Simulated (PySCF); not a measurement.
Computed Raman spectrum (relative Raman activity) of a molecule C2H6AlClO. Geometry optimised at ωB97X-D3(BJ)/def2-SVP. The values are those of a single conformer. Method: ωB97X-D3(BJ)/def2-SVP (PySCF). Frequencies are harmonic and unscaled.

Lines under 2 % of the strongest are left out, and lines within 2 cm⁻¹ are merged.

ν (cm⁻¹): 525 (w), 663 (w), 755 (w), 961 (vw), 1119 (vw), 1320 (w), 1433 (vw), 1470 (w), 1486 (w), 1515 (w), 2050 (vs), 3046 (s), 3062 (vs), 3102 (vs), 3161 (m), 3163 (s) (against the strongest line: vs over 80 %, s over 45 %, m over 15 %, w over 4 %, vw less)…

### Question
Which molecule gave these data?
A) C[O][Al]([CH3])[Cl]
B) CC[O][AlH][Cl]
C) C[CH2][Al]([OH])[Cl]

### Answer
B, CC[O][AlH][Cl]
